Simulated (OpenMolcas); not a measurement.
# N2+, P2+, As2+, Sb2+, Bi2+: ns² np down the group

| Item | Value |
| --- | --- |
| Program | OpenMolcas 26.06 |
| Method | CASSCF |
| Basis | ANO-RCC-VQZP |
| Scalar Hamiltonian | DKH2, point nucleus |
| Spin-orbit coupling | state interaction with AMFI integrals over the reference wave functions, term energies averaged over their components |

Active space for each ion: 3 electrons in 4 orbitals (s p).

Computed levels in cm-1 above ²P°_1/2:

```json
{"Level": "²P°_3/2", "N2+": "159", "P2+": "483", "As2+": "2561", "Sb2+": "5614", "Bi2+": "17387"}
{"Level": "weight of ²P° in the lowest level (%)", "N2+": "100", "P2+": "100", "As2+": "100", "Sb2+": "100", "Bi2+": "100"}
```

Measured, with the error of the calculation in %. Measured levels: N2+ from Moore, Selected Tables of Atomic Spectra, NSRDS-NBS 3, section 5; P2+ from Martin, Zalubas and Musgrove, J. Phys. Chem. Ref. Data 14, 751 (1985); As2+ from Moore, Atomic Energy Levels, vol. II, NSRDS-NBS 35 (1971 reprint of NBS Circular 467, 1952); Sb2+, Bi2+ from Moore, Atomic Energy Levels, vol. III, NSRDS-NBS 35 (1971 reprint of NBS Circular 467, 1958).

| Level | N2+ | P2+ | As2+ | Sb2+ | Bi2+ |
| --- | --- | --- | --- | --- | --- |
| ²P°_3/2 | 174 (-8.6) | 559 (-13.6) | 2940 (-12.9) | 6576 (-14.6) | 20788 (-16.4) |

The fine-structure level ²P°_3/2 changes by a factor of 109 from N2+ to Bi2+.

Computed and measured levels are paired by configuration, term and J; levels that our copy of the source lacks, or whose pairing is in doubt (as where it misses far off the trend of its configuration), stay unpaired and out of the deviations. Levels of configurations outside the active space are missing.

° marks odd parity.
